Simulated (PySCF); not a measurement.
A made-up structure of AlH3SeO, closed shell:

```xyz
6
angstrom
Al 1.2765 -0.3377 1.4501
O 0.1210 0.6266 0.4790
Se -1.0220 -0.0019 -0.6271
H -1.1302 -1.4951 -0.8241
H -1.8608 1.0484 -1.3149
H 2.5248 0.1567 0.7377
```

It is relaxed with PBE-D4/def2-SVP and then PBE0-D4/def2-TZVP (PySCF 2.14 with density fitting (its default auxiliary sets; JK sets also for MP2 and CCSD(T))). Atoms count as bonded within 1.22 times the sum of their covalent radii (H–H: 0.88 Å). The end point is not checked to be a true minimum.

Does its bonding change? (A judgement: the text doesn't fix the answer.)

By the calculation: Yes. Formed: Al1–Se3, O2–H4; broken: O2–Se3, Se3–H4.

Where it ends: The first stage lowers the energy by 4.34 eV in 27 steps. It ends as AlH₃SeO ([OH][AlH][SeH]):
```
6
angstrom
Al 0.6180 0.1782 0.2602
O -0.7015 1.0229 0.8929
Se 0.3661 -1.5335 -1.2868
H -1.6179 0.8682 0.6733
H -1.0964 -1.3932 -1.3009
H 2.0593 0.5725 0.7434
```

Labels in which every atom is bracketed show which atoms are joined, not bond orders.

For scale, one of the runs: PBE0-D4/def2-TZVP relaxation, 134 basis functions, launched by `OMP_NUM_THREADS=2 python run.py`. The run took 11 min on 2 CPU threads of an Intel Xeon (shared host), with 1.2 GiB of host memory at its peak.
